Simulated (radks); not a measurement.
Question: The mean radii <r> (bohr) of the occupied orbitals of an atom or ion are listed with their occupations. Calculated with a radial shooting solver on a logarithmic mesh with Libxc functionals: scalar-relativistic Kohn-Sham, LDA (Slater exchange, VWN5 correlation), spin-polarised, spherical densities, finite nucleus; Fermi nuclear charge, rms radius of each element as measured or else 0.836 A^(1/3) + 0.57 fm.

orbital  occ.      <r>
1s          2  0.03266
2s          2   0.1421
2p          6   0.1238
3s          2   0.3904
3p          6   0.3897
3d         10   0.3683
4s          2   0.9220
4p          6   0.9800

Name the element and its charge. Open shells, if any, are filled with parallel spins first.

Answer: Z = 45, rhodium, charge +9: Rh9+ in [Kr]. The 1s radius gives Z: for a bare nucleus <r> = (2 gamma + 1)/(2Z) with gamma = sqrt(1 - (Z/c)^2), 0.0321 bohr for Z = 45, and screening makes it slightly larger (0.03266 here). The occupations add up to 36, and the charge is Z minus that.
